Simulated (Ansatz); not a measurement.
C26H20⁻, that is tetraphenylethylene with one electron more. Total charge -1; doublet. Geometry r2SCAN-D4/def2-SVP; atoms count from 1.

```
atom    x (Å)    y (Å)    z (Å)
  C1   0.9128   4.0358  -2.2824
  C2   0.3056   3.8862  -1.0269
  C3   0.2061   2.6351  -0.4255
  C4   0.7064   1.4599  -1.0499
  C5   0.5630   0.1447  -0.4237
  C6  -0.5630  -0.1447   0.4238
  C7  -1.8731   0.4486   0.1514
  C8  -2.2825   0.7616  -1.1736
  C9  -3.5112   1.3575  -1.4418
 C10  -4.4016   1.6711  -0.4044
 C11  -4.0223   1.3731   0.9126
 C12  -2.7907   0.7813   1.1846
 C13  -0.4199  -1.0378   1.5746
 C14   0.8082  -1.1404   2.2833
 C15   0.9666  -2.0114   3.3571
 C16  -0.0917  -2.8257   3.7864
 C17  -1.3145  -2.7444   3.1044
 C18  -1.4744  -1.8772   2.0258
 C19   1.5866  -0.8707  -0.6761
 C20   2.9532  -0.5418  -0.8869
 C21   3.9220  -1.5209  -1.0964
 C22   3.5804  -2.8812  -1.0998
 C23   2.2390  -3.2323  -0.8885
 C24   1.2682  -2.2562  -0.6842
 C25   1.3119   1.6378  -2.3234
 C26   1.4148   2.8923  -2.9206
 H27   0.9898   5.0204  -2.7545
 H28  -0.0901   4.7642  -0.5035
 H29  -0.2640   2.5395   0.5572
 H30  -1.6049   0.5176  -1.9964
 H31  -3.7849   1.5745  -2.4807
 H32  -5.3675   2.1405  -0.6167
 H33  -4.6938   1.6201   1.7432
 H34  -2.5073   0.5825   2.2226
 H35   1.6427  -0.5080   1.9680
 H36   1.9313  -2.0510   3.8759
 H37   0.0345  -3.5109   4.6308
 H38  -2.1537  -3.3796   3.4110
 H39  -2.4303  -1.8512   1.4940
 H40   3.2495   0.5112  -0.8631
 H41   4.9654  -1.2198  -1.2456
 H42   4.3431  -3.6501  -1.2597
 H43   1.9437  -4.2878  -0.8918
 H44   0.2262  -2.5492  -0.5288
 H45   1.6882   0.7576  -2.8534
 H46   1.8821   2.9793  -3.9085
```

Single mean-field runs in def2-TZVP are fitted with def2-universal-jkfit.

(1) Estimate the Mulliken populations of the heavy atoms from the PBE0/def2-TZVP orbitals of Ansatz.

(2) Where does the spin sit?

(3) And the Mayer bond orders between heavy atoms (over 0.3)?

Results:

(1) 
```tsv
atom	charge (e)	spin (α − β)
C1	-0.14	0.11
C2	-0.14	-0.05
C3	-0.14	0.09
C4	0.02	-0.04
C5	0.12	0.23
C6	0.12	0.23
C7	0.02	-0.04
C8	-0.14	0.09
C9	-0.14	-0.05
C10	-0.14	0.11
C11	-0.11	-0.04
C12	-0.27	0.08
C13	0.02	-0.04
C14	-0.14	0.09
C15	-0.14	-0.05
C16	-0.14	0.11
C17	-0.11	-0.04
C18	-0.27	0.08
C19	0.02	-0.04
C20	-0.27	0.08
C21	-0.11	-0.04
C22	-0.14	0.11
C23	-0.14	-0.05
C24	-0.14	0.09
C25	-0.27	0.08
C26	-0.11	-0.04
```
Mulliken values depend strongly on the basis.

(2) Summed by element: C 1.04, H -0.04, of 1 unpaired in all. Largest on single atoms: C6 0.23, C5 0.23, C16 0.11.

(3) C1–C2 1.36 (1.40 Å); C1–C26 1.36 (1.40 Å); C2–C3 1.48 (1.39 Å); C3–C4 1.35 (1.42 Å); C4–C5 1.00 (1.46 Å); C4–C25 1.32 (1.42 Å); C5–C6 1.18 (1.44 Å); C5–C19 1.00 (1.46 Å); C6–C7 1.00 (1.46 Å); C6–C13 1.00 (1.46 Å); C7–C8 1.35 (1.42 Å); C7–C12 1.32 (1.42 Å); C8–C9 1.48 (1.39 Å); C9–C10 1.36 (1.40 Å); C10–C11 1.36 (1.40 Å); C11–C12 1.46 (1.39 Å); C13–C14 1.35 (1.42 Å); C13–C18 1.32 (1.42 Å); C14–C15 1.48 (1.39 Å); C15–C16 1.36 (1.40 Å); C16–C17 1.36 (1.40 Å); C17–C18 1.46 (1.39 Å); C19–C20 1.32 (1.42 Å); C19–C24 1.35 (1.42 Å); C20–C21 1.46 (1.39 Å); C21–C22 1.36 (1.40 Å); C22–C23 1.36 (1.40 Å); C23–C24 1.48 (1.39 Å); C25–C26 1.46 (1.39 Å).
